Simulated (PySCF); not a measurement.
# Exercise with solution: chemical shift, span and skew from a shielding tensor

B(Cl)(Me)(SH) (CH4BClS), SMILES CB(S)Cl. Atoms are numbered in the order given.

```xyz
8

B     -0.3396    -0.0090     0.0000
Cl     0.6299    -1.4994     0.0000
C     -1.9020    -0.1116     0.0000
H     -2.2346    -0.6880     0.8810
H     -2.4225     0.8571     0.0000
H     -2.2346    -0.6880    -0.8810
S      0.6087     1.5221     0.0000
H     -0.4461     2.3699     0.0000
```

Coordinates come from a B3LYP-D3(BJ)/def2-SVP optimisation. Other conformers were not sampled.

GIAO shieldings from PBE0/pcSseg-1 in PySCF, non-relativistic, no solvent. The symmetric part of the tensor of C3 has the principal values 155.5, 157.5, 188.2 ppm. The same nucleus in TMS has σ = 186.3 ppm at this level (PySCF, at its B3LYP-D3(BJ)/def2-TZVP geometry). Without spin–orbit terms, shifts of atoms bonded to Cl or Br come out too high.

Task: Work out the isotropic shielding, the ¹³C shift against TMS, the span and the skew.

Result: 
σ(iso) = (σ11 + σ22 + σ33)/3 = 167.1 ppm. δ = σ(ref) − σ(iso) = 186.3 − (167.1) = 19.2 ppm.
Span Ω = σ33 − σ11 = 32.7 ppm. Skew κ = 3(σ(iso) − σ22)/Ω = 0.88. Tumbling in solution averages the tensor to δ; in a static solid the shielding alone would spread this spin-1/2 line over Ω.
